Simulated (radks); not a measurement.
Q: Excited configurations of Eu: one electron is placed in a higher orbital outside [Xe] 4f7 6s1. The ground configuration is [Xe] 4f7 6s2. All-electron calculation, scalar-relativistic Kohn-Sham, PBE, spin-unpolarised, spherical densities, point nucleus. Program: a radial shooting solver on a logarithmic mesh with Libxc functionals. Excitation = E - E(ground); binding = E(ion) - E, where the ion is the core of charge +1; n* = 1/sqrt(2 binding) in atomic units, and the quantum defect is n - n*.

outer orbital  excitation (eV)  binding (eV)     n*  quantum defect  eigenvalue (eV)  <r> (bohr)
5d                       2.161         3.858  1.878           3.122           -1.067       3.775
5f                       5.090         0.930  3.826           1.174           -0.428       16.80
6p                       2.498         3.521  1.966           4.034           -1.786       5.749
6d                       4.538         1.481  3.031           2.969           -0.719       11.58
6f                       5.367         0.653  4.566           1.434           -0.367       28.31
7s                       3.882         2.137  2.523           4.477           -1.271       10.17
7p                       4.444         1.575  2.939           4.061           -0.917       13.06
7f                       5.542         0.477  5.339           1.661           -0.292       42.16

Estimate the row for 7d.

A: excitation (eV) 5.091; binding (eV) 0.928; n* 3.829; quantum defect 3.171; eigenvalue (eV) -0.532; <r> (bohr) 21.33. The Delta-SCF ionisation energy is 6.019 eV (NIST Atomic Spectra Database: 5.670 eV, measured). Self-interaction in the functional shifts the binding energies and quantum defects, so they are the method's values and not measured ones. Spin polarisation and multiplet splitting are left out, so open shells lie too high by an amount that depends on their filling. Spin-orbit splitting is averaged out at the scalar-relativistic level.

Beside tabulated values, note that spin-unpolarised runs miss the spin-polarisation part of the exchange energy of open shells.
